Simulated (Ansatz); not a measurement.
Consider the ligand exchange at a B–S bond: `OB(O)S` + `O[Si](Cl)(Cl)Cl` → `OB(O)O[Si](Cl)(Cl)Cl` + H₂S.

Program: Ansatz. Geometries: PBE0-D4/def2-TZVP. ΔE: electronic, gas phase. CCSD(T)/CBS is the MP2 limit (def2-TZVPP, def2-QZVPP) plus CCSD(T) − MP2 in def2-TZVPP, frozen cores. This one scheme is used for every species. DFT in def2-TZVPP. Each species was taken in one conformer, which may not be the lowest.

`OB(O)S`:

```xyz
7

O     0.947   -0.405    0.623
B    -0.019   -0.081   -0.285
O     0.078   -0.557   -1.552
S    -1.480    0.968    0.048
H     0.823   -0.040    1.499
H     0.861   -1.101   -1.673
H    -1.209    1.216    1.338
```

`O[Si](Cl)(Cl)Cl`:

Z-matrix (Å, degrees):
```
Si
Cl 1 2.031
Cl 1 2.031 2 107.8
O 1 1.617 2 111.3 3 122.3
Cl 1 2.017 2 109.9 3 -119.8
H 4 0.960 1 118.4 2 -60.4
```

`OB(O)O[Si](Cl)(Cl)Cl`:

```xyz
10

O    -1.651    0.628    0.276
B    -0.391    1.045   -0.005
O    -0.110    2.366   -0.162
O     0.612    0.108   -0.130
Si    0.698   -1.500   -0.021
Cl   -0.481   -2.385   -1.409
Cl    0.158   -2.131    1.825
Cl    2.626   -2.014   -0.362
H    -2.276    1.353    0.344
H     0.815    2.531   -0.357
```

H₂S:

Z-matrix (Å, degrees):
```
S
H 1 1.341
H 1 1.341 2 92.3
```

CCSD(T)/CBS gives -17.1 kcal/mol.

Another level gave -17.4 kcal/mol. Which?
A. HF/def2-TZVPP
B. ωB97M-V/def2-TZVPP
C. PBE-D4/def2-TZVPP
D. CCSD/def2-TZVPP

B. ωB97M-V -17.4, HF/def2-TZVPP -21.1, PBE-D4 -14.3, CCSD/def2-TZVPP -18.6 kcal/mol.

Largest T1 diagnostic among the species: 0.012.

The D4 term adds −1.5 kcal/mol with B3LYP and −1.0 kcal/mol with PBE0; it sums over pairs of atoms, weighted by their polarisabilities, and B3LYP, whose exchange is more repulsive, gets the larger term. From PBE to PBE0 (25 % exact exchange), in def2-TZVPP and without D4, ΔE moves by −1.5 kcal/mol. In def2-TZVPP, CCSD(T) changes the Hartree–Fock value by +3.3 kcal/mol (the triples alone add +0.7 kcal/mol) and MP2 by +4.4 kcal/mol.

B3LYP here is the variant with VWN-RPA as its local correlation; programs differ in this.
